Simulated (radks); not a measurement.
All-electron atom: Te- in [Kr] 4d10 5s2 5p5. Method: scalar-relativistic Kohn-Sham, r2SCAN, spin-polarised, spherical densities, finite nucleus; open shells are filled with parallel spins first (spin-orbit coupling, left out, can overturn this in heavy ions); meta-GGA in the generalised Kohn-Sham scheme; Fermi nuclear charge, rms radius 4.7423 fm; hard spherical wall at 12 bohr; computed with a radial shooting solver on a logarithmic mesh with Libxc functionals.

Normalised radial functions P(r) = r R(r), r in bohr:

r	4d down
0.001517	0.0000
0.002039	0.0000
0.002764	0.0000
0.003716	0.0001
0.005036	0.0003
0.006771	0.0006
0.009104	0.0013
0.01234	0.0030
0.01659	0.0066
0.02248	0.0146
0.03022	0.0308
0.04064	0.0624
0.05507	0.1217
0.07404	0.2170
0.1003	0.3557
0.1349	0.5044
0.1814	0.5943
0.2458	0.5091
0.3305	0.1668
0.4479	-0.3935
0.6022	-0.9082
0.8097	-1.1137
1.097	-0.9335
1.475	-0.5712
2	-0.2501
2.688	-0.0798
3.614	-0.0171
4.898	-0.0021
6.586	-0.0001
8.925	0.0000
12	0.0000

4d down: eigenvalue -35.240 eV, 1 radial node at r = 0.365 bohr, <r> = 0.971 bohr, 90 % of the charge inside 1.49 bohr.
